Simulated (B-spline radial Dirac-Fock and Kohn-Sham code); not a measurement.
**Co⁵⁺ 3p1/2: cross section and angular parameters**

System: the Co⁵⁺ ion in the configuration [Ar] 3d4; threshold 162.1 eV (orbital energy of the model). Method: Dirac-Hartree-Slater photoionisation with a Latter tail; cross sections with all multipoles, angular parameters from the dipole term and its interference with E2. Computed with a radial finite-basis atomic code.

The run's input, task.json:

```json
{"items": [{
  "Z": 27,
  "q": 5,
  "cfg": [[1, 0, 2], [2, 0, 2], [2, 1, 6], [3, 0, 2], [3, 1, 6], [3, 2, 4]],
  "A": 59,
  "rrms": 3.7875,
  "do": "xps",
  "hv": [51.7, 53.0, 56.5, 60, 100, 115.0, 149.0, 198.0, 216.0, 265.0, 266.0, 348.0, 432.0, 440.0, 1253.6, 1300.0, 1480.0, 1700.0, 2680.0, 2830.0, 2984.4, 3420.0, 4000, 4840.0, 5414.7, 6460.0, 6820.0, 8047.8, 11100.0, 12000]
}]}
```

Launch: `python xray2_run.py task.json out`

For linearly polarised light dσ/dΩ = σ/(4π) [1 + β P₂(cos θ) + (δ + γ cos²θ) sin θ cos φ], with θ from the polarisation vector and φ the angle between the beam and the projection of the electron momentum on the plane normal to the polarisation.

```
hν (eV)  σ (kb)      β       γ      δ
    198     343  1.015   0.146  0.018
    216     326  1.166   0.124  0.010
    265     271  1.390   0.053  0.002
    266     270  1.393   0.052  0.002
    348     191  1.543  -0.009  0.000
    432     136  1.598  -0.020  0.001
    440     132  1.601  -0.020  0.001
 1253.6    15.1  1.532   0.299  0.014
   1300    13.8  1.523   0.316  0.014
   1480    10.0  1.490   0.383  0.018
   1700    7.05  1.452   0.456  0.022
   2680    2.07  1.300   0.712  0.044
   2830    1.78  1.280   0.743  0.047
 2984.4    1.53  1.259   0.774  0.051
   3420    1.03  1.206   0.852  0.061
   4000   0.650  1.141   0.940  0.075
   4840   0.365  1.060   1.046  0.094
 5414.7   0.258  1.011   1.107  0.108
   6460   0.148  0.933   1.201  0.132
   6820   0.125  0.909   1.230  0.140
 8047.8       ?      ?       ?      ?
  11100  0.0251  0.697   1.464  0.229
  12000  0.0192  0.665   1.498  0.247
```

**Question.** Give the values at Cu Kα (8047.8 eV).

**Answer.** σ = 0.0730 kb, β = 0.836, γ = 1.314, δ = 0.167.
